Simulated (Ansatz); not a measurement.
Computed with Ansatz on PBE0-D4/def2-TZVP structures; ΔE is electronic, products minus reactants. CCSD(T)/CBS adds triple-zeta CCSD(T) − MP2 to the extrapolated MP2 energy (def2 sets, frozen cores). This one scheme is used for every species. DFT in def2-TZVPP. B3LYP here is the variant with VWN-RPA as its local correlation; programs differ in this. One conformer a species, not always the lowest.

Reaction (ligand exchange at a B–C bond): `CCB(N)S` + H–F → `NB(F)S` + `CC`

`CCB(N)S`:

Cartesian coordinates in Å:
```
C -0.799 1.283 0.657
C -0.323 0.524 -0.576
B 0.496 -0.796 -0.298
N 0.761 -1.239 0.999
S 1.139 -1.815 -1.677
H -1.357 2.183 0.389
H -1.459 0.668 1.276
H 0.042 1.600 1.281
H 0.293 1.181 -1.202
H -1.182 0.264 -1.207
H 0.443 -0.735 1.808
H 1.278 -2.073 1.217
H 0.668 -1.044 -2.668
```

H–F:

Z-matrix (Å, degrees):
```
F
H 1 0.920
```

`NB(F)S`:

```xyz
7

N    -1.009   -0.493   -0.402
B     0.170   -0.080    0.219
F     0.636   -0.777    1.261
S     1.084    1.388   -0.364
H    -1.419   -0.022   -1.187
H    -1.515   -1.301   -0.084
H     2.054    1.286    0.557
```

`CC`:

Cartesian coordinates in Å:
```
C -0.497 0.524 -0.234
C 0.497 -0.524 0.234
H -0.273 1.505 0.191
H -0.486 0.627 -1.322
H -1.517 0.265 0.060
H 0.273 -1.505 -0.191
H 0.486 -0.627 1.322
H 1.517 -0.265 -0.060
```

| level | ΔE (kJ/mol) | difference from CCSD(T)/CBS |
| --- | --- | --- |
| PBE-D4 | -124.2 | -3.0 |
| r2SCAN-D4 | -134.9 | -13.7 |
| PBE0-D4 | -125.0 | -3.8 |
| B3LYP-D4 | -134.7 | -13.5 |
| ωB97M-V | -131.2 | -10.0 |
| B2PLYP | -138.7 | -17.5 |
| r2SCAN | -137.2 | -16.0 |
| PBE0 | -131.6 | -10.4 |
| B3LYP | -146.3 | -25.1 |
| HF/def2-TZVPP | -159.1 | -37.9 |
| SCS-MP2/def2-TZVPP | -129.4 | -8.2 |
| CCSD(T)/def2-TZVPP | -126.0 | -4.8 |
| MP2/def2-QZVPP | -118.7 | 2.5 |
| SCS-MP2/def2-QZVPP | -126.7 | -5.5 |
| MP2/CBS(def2) | -116.7 | 4.5 |
| CCSD/CBS(def2) | -125.3 | -4.1 |
| CCSD(T)/CBS | -121.2 | 0 |

Largest T1 diagnostic among the species: 0.012.

In def2-TZVPP, CCSD(T) changes the Hartree–Fock value by +33.1 kJ/mol (the triples alone add +4.1 kJ/mol) and MP2 by +37.6 kJ/mol. The D4 term adds +11.6 kJ/mol with B3LYP and +6.6 kJ/mol with PBE0; it sums over pairs of atoms, weighted by their polarisabilities, and B3LYP, whose exchange is more repulsive, gets the larger term.
